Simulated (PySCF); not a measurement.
# Reading the logs of faulty runs: B2CH6N

All numbers below are calculated, not measured. They come from PySCF 2.14.0, an open-source quantum chemistry program, on an isolated molecule that a program drew, which may never have been made. The molecule is B2CH6N (charge 0, doublet), drawn as the SMILES string `[CH2]BBN`.

Each row is a Hartree-Fock (HF) and frozen-core CCSD(T) single point in the cc-pVDZ basis, meant for a local HF minimum. Run 1 is clean. Each other run has one planted mistake out of seven kinds, and not every kind appears here: one electron removed, one electron added, multiplicity raised by two, geometry at a saddle point, minimal basis STO-3G, one bond length entered in bohr, all coordinates scaled. The reference is restricted for singlets and unrestricted otherwise, and also for a bond in bohr. Adding or removing an electron swaps singlet and doublet. Electrons count all cores. HOMO and LUMO are orbital energies over both spins, the gradient is its largest component, and the lowest frequency (negative if imaginary) is given only where the gradient is small. Bond lengths are over the 9 bonds as drawn. T1 is the CCSD diagnostic: over 0.02 (restricted) or 0.045 (unrestricted) a single reference is doubtful.

Geometry of the clean run:
```xyz
10
B2CH6N, angstrom
C     0.4339   -1.1704    3.3189
B    -0.1658   -0.6524    1.9888
B    -1.7828   -0.9346    1.4972
N    -2.2106   -2.0449    0.7668
H     1.4564   -0.9670    3.6270
H    -0.1279   -1.7692    4.0320
H     0.5621    0.0185    1.2943
H    -2.6385   -0.1249    1.7805
H    -1.6060   -2.7804    0.4652
H    -3.1583   -2.1732    0.4789
```

```
run  electrons  basis functions  <S^2>  HOMO (eV)  LUMO (eV)  gradient (hartree/bohr)  lowest frequency (cm^-1)  mean bond (Å)  longest bond (Å)      T1  HF (hartree)  CCSD(T) (hartree)                     mistake
  1         29               86  0.757     -10.49       1.34                  7.9e-06                        81         1.2501             1.713  0.0146    -145.17239         -145.68780                    no fault
  2         29               86  0.757     -10.54       1.01                  5.2e-05                       -58         1.2520             1.738  0.0156    -145.17026         -145.68699  geometry at a saddle point
  3         29               86  0.760     -10.47       1.31                  4.9e-02                         -         1.3276             1.820  0.0171    -145.14207         -145.66833      all coordinates scaled
  4         28               86  0.000     -15.81      -7.68                  6.9e-02                         -         1.2501             1.713  0.0637    -144.83972         -145.33704                           ?
```

**Which mistake was planted in run 4, and what did it cost?**

It counts 28 electrons, one fewer than the clean run, at the same geometry and basis. So the mistake is: one electron removed. Subtracting run 1 and multiplying by 627.51 kcal/mol a hartree, the energy moved by 208.8 kcal/mol in HF and 220.1 kcal/mol in CCSD(T).

Cautions from the logs. Run 4: T1 is over the limit, so its CCSD(T) energy is less reliable.
